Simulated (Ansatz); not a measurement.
```yaml
crystal:
  periodic: [false, false, false]
  atoms:
    - {symbol: O, position_ang: [-0.412516, 3.288297, -0.950180]}
    - {symbol: Si, position_ang: [0.000893, 0.226464, -0.982881]}
    - {symbol: O, position_ang: [2.964091, -0.263898, -1.616791]}
    - {symbol: F, position_ang: [-1.756697, -0.929057, -3.153179]}
    - {symbol: Si, position_ang: [-1.186543, -1.745198, 2.744863]}
    - {symbol: H, position_ang: [-2.108867, 3.923063, -0.969396]}
    - {symbol: H, position_ang: [3.801434, 0.902507, -2.726016]}
    - {symbol: H, position_ang: [-1.404945, -4.541031, 2.611876]}
    - {symbol: H, position_ang: [0.270390, -0.948642, 5.009579]}
basis:
  gaussian: {orbitals: def2-mTZVPP}
magnetization: {spin_polarized: true, initial_magnetization: 1}
hamiltonian: {xc: {name: RPBE}}
output: {forces: true}
```

```sh
$ ansatz run in.yaml --threads 2 --pin off --events-out ev --progress --plain --max-ram 20480MiB --backend cpu
```

Shortened log:

```
Functional definition: RPBE
1174 factors; their error is unknown
mean field evaluation 1: about -22560.6911 eV, gradient 9.5e1 eV
mean field evaluation 2: about -21215.0711 eV, gradient 2.3e2 eV
mean field evaluation 4: about -20468.3897 eV, gradient 3.1e2 eV
mean field evaluation 8: about -22608.3125 eV, gradient 2.0e0 eV
mean field evaluation 16: about -22609.4475 eV, gradient 2.0e-1 eV
mean field evaluation 32: about -22609.4311 eV, gradient 5.2e-5 eV
mean field -22609.43107585 eV, -830.8812668148 hartree, gradient 2.6e-6 eV, S^2 2.713017; 12 other end points of the search recorded, 0 dependent functions left out
reference -22609.43112891 eV, -830.8812687647 hartree; 29, 28 occupied and 117, 118 virtual orbitals, 1174 factors
Total energy: -22609.43112891 eV, -830.8812687647 hartree
Atom 0 at    -0.412516     3.288297    -0.950180 Å, force    -2.571159     0.032199    -0.004305 eV/Å
Atom 1 at     0.000893     0.226464    -0.982881 Å, force    -0.231192     0.315718    -1.440368 eV/Å
Atom 2 at     2.964091    -0.263898    -1.616791 Å, force     0.430541     2.042880    -1.559744 eV/Å
Atom 3 at    -1.756697    -0.929057    -3.153179 Å, force     1.001950     0.672897     1.284742 eV/Å
Atom 4 at    -1.186543    -1.745198     2.744863 Å, force     0.605657    -0.775988     0.749236 eV/Å
Atom 5 at    -2.108867     3.923063    -0.969396 Å, force     2.829088    -1.209967    -0.000820 eV/Å
Atom 6 at     3.801434     0.902507    -2.726016 Å, force    -1.511418    -1.902758     1.846686 eV/Å
Atom 7 at    -1.404945    -4.541031     2.611876 Å, force     0.086584     1.183299     0.084590 eV/Å
Atom 8 at     0.270390    -0.948642     5.009579 Å, force    -0.640051    -0.358280    -0.960016 eV/Å
Dipole moment:     0.082562     0.290796     1.157983 e Å
```

What is wrong with this run?

The coordinates are in bohr but typed as ångström. Self-consistency was reached. The result belongs to that input, not to the molecule as meant.
